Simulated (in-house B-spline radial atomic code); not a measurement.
## RPA and G0W0 on PBE: Cr²⁰⁺

Configuration [He] 2s2, mean-field start PBE. Computed with an all-electron radial atomic-structure program (B-spline basis): all electrons, non-relativistic, point nucleus, each spin shell either full or empty, empty states to l = 9 with an (l + 1/2)⁻⁴ tail; G0W0 by contour deformation at full frequency.

Command:
```bash
python run_gw.py task.json out
```
Settings (radii: box in bohr, nucleus in fm):
```
Z                        24
electrons                4
configuration            [He] 2s2
hamiltonian              nr
method                   pbe,pbe
lmax                     9
spin_polarised           False
box_radius               4.08
intervals                45
ion_configuration        [He] 2s1
```

Time taken, with all properties: 1.7 s on 1 thread of Intel(R) Xeon(R) Platinum 8259CL CPU @ 2.50GHz, with other jobs on the host.

Energies (hartree):

| term | value |
| --- | --- |
| mean-field total | -683.04457 |
| Hartree-Fock functional on these orbitals | -683.10471 |
| direct second order | -0.87839 |
| second-order exchange | 0.43526 |
| SOSEX correction | 0.28825 |

Problem. What is the RPA correlation energy, and what remains with SOSEX?

Solution. RPA gives -0.5831 hartree (-3.97 eV per electron); RPA + SOSEX gives -0.29484, and the second-order doubles -0.44312 hartree (no singles). SOSEX takes back 49 % of the RPA value.

Quasi-particle levels (eV):

```csv
level,occupied,mean field,Σx - vxc,Σc,QP weight,G0W0
2s,yes,-1581.31,-32.56,?,?,?
1s,yes,-7033.14,-156.22,4.90,0.986,-7184.46
2p,no,-1530.69,46.22,-0.26,0.985,-1484.73
```

G0W0 = mean field + (Σx - vxc) + Σc, with Σc (partial-wave tail included) taken at the quasi-particle energy.

Problem. Where does G0W0 put 2s?

Solution. At -1621.86 eV, with Σc = -7.99 eV and a quasi-particle weight of 0.957. The tabulated removal energy is 1634.1 ± 0.5 eV (NIST, semi-empirical); the calculation leaves out relativity, Breit and QED terms, and what these don't explain is the method's own error.

Problem. What does it cost to remove one electron (to [He] 2s1) by differences of total energies, each species on its own start (correlation terms add to the Hartree-Fock functional)?

Solution. PBE 1616.69 eV, Hartree-Fock functional 1613.57 eV, + RPA 1622.30 eV, + RPA + SOSEX 1620.18 eV, + second order 1624.19 eV. Tabulated: 1634.1 ± 0.5 eV (NIST, semi-empirical); the calculation leaves out relativity, Breit and QED terms, and what these don't explain is the method's own error.
